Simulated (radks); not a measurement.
The mean radii <r> (bohr) of the occupied orbitals of an atom or ion are listed with their occupations. All-electron calculation, non-relativistic Kohn-Sham, AM05, spin-unpolarised, spherical densities, point nucleus. Program: a radial shooting solver on a logarithmic mesh with Libxc functionals.

orbital  occ.      <r>
1s          2  0.04504
2s          2   0.2002
2p          6   0.1729
3s          2   0.5858
3p          6   0.5945
3d         10   0.6258
4s          2    1.717
4p          2    1.990

Name the element and its charge.

Answer. Z = 34, selenium, charge +2: Se2+ in [Ar] 3d10 4s2 4p2. The 1s radius gives Z: for a bare nucleus <r> = 1.5/Z, 0.04412 bohr for Z = 34, and screening makes it slightly larger (0.04504 here). The occupations add up to 32, and the charge is Z minus that.
